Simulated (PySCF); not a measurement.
# Relaxation of singlet H₂Se

Level of theory: PBE0/[Se def2-TZVP, H def2-TZVP], no relativity, density fitting, PySCF. A (50,194) grid was used.

A hand-made bent start, of C2v symmetry, held to at least that symmetry:

```xyz
3
charge 0 multiplicity 1, angstrom
Se    0.0000    0.0000   -0.0209
H     1.2123    0.0000    0.8280
H    -1.2123    0.0000    0.8280
```

Optimiser trace:
| step | E − E(last) (kJ/mol) | largest gradient (Eh/bohr) |
| --- | --- | --- |
| 0 | 22.78 | 0.02261 |
| 1 | 1.35 | 0.00913 |
| 2 | 0.09 | 0.00293 |
| 3 | 0.00 | 0.00027 |
| 4 | 0.00 | 0.00002 |

It ends at C2v with Se–H 1.467 Å (×2); H–Se–H 91.2°. A frequency run shows a minimum.

Final geometry:
Z-matrix (Å, degrees; charge 0 multiplicity 1):
```
Se
H  1 1.4668
H  1 1.4668 2 91.18
```

The relaxation took 2.1 s on 2 threads of a shared Arm Neoverse V2 host, with 60 basis functions and 5 gradients; the process peaked at 0.39 GiB.
